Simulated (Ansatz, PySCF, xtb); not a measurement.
Lewis adduct: BH3 (SMILES B) (first 4 atoms) with C2H3N (SMILES CC#N); geometry from B3LYP-D3(BJ)/def2-TZVP, rigid monomers moved along the line of their centres of mass till B1···N7 is 2.17 Å.
(charge 0, multiplicity 1):
```xyz
10

B     -0.36909     0.18656     0.06854
H      0.49232    -0.27412    -0.64167
H     -1.46554    -0.26249    -0.16559
H     -0.35145     1.39341     0.11159
C      0.69471    -1.26629     4.47728
C      0.37109    -0.82457     3.13645
N      0.11577    -0.47593     2.07842
H      1.58008    -1.90267     4.45551
H      0.89261    -0.40412     5.11511
H     -0.13932    -1.83222     4.89374
```

Interaction energies are E(AB) − E(A) − E(B) at the monomers' geometry in the complex; basis-set methods are counterpoise corrected.

Rows in 6-31G* carry no dispersion term and start afresh at each structure (6-31G* with six Cartesian d functions).

The values were computed with Ansatz (Gaussian basis) for Hartree–Fock, density functionals and correlated methods; PySCF for 6-31G* rows; xtb for the GFN methods. Each number belongs to the level named beside it.

### Question
One of these levels gives -20.83 kcal/mol for the interaction energy. Name it.
(A) GFN1-xTB
(B) r2SCAN/def2-TZVPPD
(C) B3LYP/6-31G*

### Answer
B, r2SCAN/def2-TZVPPD. The others give -14.50 (GFN1-xTB), -18.27 (B3LYP/6-31G*)

Ansatz is a first-principles code.
